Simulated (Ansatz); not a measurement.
Reaction (formal hydrolysis of the Si–C bond): `N#C[SiH2][SiH2]Cl` + H₂O → `O[SiH2][SiH2]Cl` + `C#N`

Gas-phase electronic energies from Ansatz, PBE0-D4/def2-TZVP geometries. CCSD(T)/CBS adds triple-zeta CCSD(T) − MP2 to the extrapolated MP2 energy (def2 sets, frozen cores). This one scheme is used for every species. Functionals use def2-TZVPP. B3LYP here is the variant with VWN-RPA as its local correlation; programs differ in this. HSE06 is defined as in plane-wave codes. One conformer a species, not always the lowest.

| level | ΔE (kcal/mol) | difference from CCSD(T)/CBS |
| --- | --- | --- |
| LDA (SPW92) | -9.6 | -0.1 |
| PBE-D4 | -8.3 | 1.2 |
| revPBE-D4 | -8.1 | 1.4 |
| BLYP-D4 | -9.9 | -0.4 |
| B97M-V | -10.8 | -1.3 |
| PBE0-D4 | -8.7 | 0.8 |
| B3LYP-D4 | -10.2 | -0.7 |
| r2SCANh-D4 | -10.1 | -0.6 |
| r2SCAN0-D4 | -10.1 | -0.6 |
| HSE06-D4 | -8.6 | 0.9 |
| BHLYP-D4 | -11.0 | -1.5 |
| CAM-B3LYP-D4 | -11.2 | -1.7 |
| ωB97X-V | -10.4 | -0.9 |
| ωB97M-V | -10.4 | -0.9 |
| B2PLYP | -10.4 | -0.9 |
| PBE-QIDH | -9.3 | 0.2 |
| PBE | -8.5 | 1.0 |
| revPBE | -7.9 | 1.6 |
| r2SCAN | -10.1 | -0.6 |
| PBE0 | -8.8 | 0.7 |
| r2SCANh | -10.1 | -0.6 |
| HSE06 | -8.8 | 0.7 |
| BHLYP | -11.3 | -1.8 |
| CAM-B3LYP | -11.4 | -1.9 |
| LC-ωPBE | -10.0 | -0.5 |
| RPA@PBE/def2-TZVPP | -9.6 | -0.1 |
| HF/def2-SVP | -10.3 | -0.8 |
| MP2/def2-SVP | -8.9 | 0.6 |
| CCSD/def2-SVP | -9.2 | 0.3 |
| CCSD(T)/def2-SVP | -8.8 | 0.7 |
| HF/def2-TZVPP | -12.2 | -2.7 |
| MP2/def2-TZVPP | -9.4 | 0.1 |
| CCSD/def2-TZVPP | -10.1 | -0.6 |
| CCSD(T)/def2-TZVPP | -9.6 | -0.1 |
| HF/def2-QZVPP | -12.2 | -2.7 |
| MP2/def2-QZVPP | -9.3 | 0.2 |
| SCS-MP2/def2-QZVPP | -10.0 | -0.5 |
| HF/CBS(def2) | -12.3 | -2.8 |
| MP2/CBS(def2) | -9.3 | 0.2 |
| CCSD/CBS(def2) | -10.0 | -0.5 |
| CCSD(T)/CBS | -9.5 | 0 |

Largest T1 diagnostic among the species: 0.014.

In def2-TZVPP, CCSD(T) changes the Hartree–Fock value by +2.6 kcal/mol (the triples alone add +0.5 kcal/mol) and MP2 by +2.8 kcal/mol. From BLYP to BHLYP (50 % exact exchange), in def2-TZVPP and without D4, ΔE moves by −1.2 kcal/mol.

CCSD(T)/CBS has its own doubt, a few kJ/mol and more with outer-core shells, so smaller differences from it don't rank the levels.
